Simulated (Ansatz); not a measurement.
Start from `[Cl][GeH]([Cl])[Cl]` and change one atom or group to get `[SiH3][Ge]([Cl])([Cl])[Cl]`.

Ansatz, PBE0-D4/def2-TZVP geometries, multiplicity 1. 

Scalar relativity is left out up to krypton.

| property | `[Cl][GeH]([Cl])[Cl]` |
| --- | --- |
| size of the dipole moment (B3LYP/def2-TZVPP) / D | 1.42 |
| HOMO–LUMO gap (B3LYP/def2-TZVPP) / eV | 7.35 |
| HOMO energy (PBE/def2-TZVPP) / eV | -7.94 |
| HOMO–LUMO gap (PBE0/def2-TZVPP) / eV | 7.98 |
| zero-point energy (PBE0-D4/def2-TZVP) / kJ/mol | 32.4 |
| HOMO energy (ωB97M-V/def2-TZVPP) / eV | -11.64 |

**Question.** Give the same properties after the change, and the shifts. (Estimate.)

**Answer.** Computed: 
```json
{"property": "size of the dipole moment (B3LYP/def2-TZVPP) / D", "`[SiH3][Ge]([Cl])([Cl])[Cl]`": "2.90", "shift": "1.48"}
{"property": "HOMO–LUMO gap (B3LYP/def2-TZVPP) / eV", "`[SiH3][Ge]([Cl])([Cl])[Cl]`": "6.68", "shift": "-0.67"}
{"property": "HOMO energy (PBE/def2-TZVPP) / eV", "`[SiH3][Ge]([Cl])([Cl])[Cl]`": "-7.47", "shift": "0.47"}
{"property": "HOMO–LUMO gap (PBE0/def2-TZVPP) / eV", "`[SiH3][Ge]([Cl])([Cl])[Cl]`": "7.19", "shift": "-0.79"}
{"property": "zero-point energy (PBE0-D4/def2-TZVP) / kJ/mol", "`[SiH3][Ge]([Cl])([Cl])[Cl]`": "76.9", "shift": "44.5"}
{"property": "HOMO energy (ωB97M-V/def2-TZVPP) / eV", "`[SiH3][Ge]([Cl])([Cl])[Cl]`": "-10.69", "shift": "0.95"}
```

With PBE0 the HOMO rises by 0.71 eV and the LUMO falls by 0.08 eV, so the gap narrows by about 0.79 eV. PBE moves the HOMO by 0.47 eV and ωB97M-V by 0.95 eV. The zero-point energy changes by 44.5 kJ/mol with +9 modes. Dipoles are sizes alone; their direction can turn.

B3LYP here is the variant with VWN-RPA as its local correlation; programs differ in this.
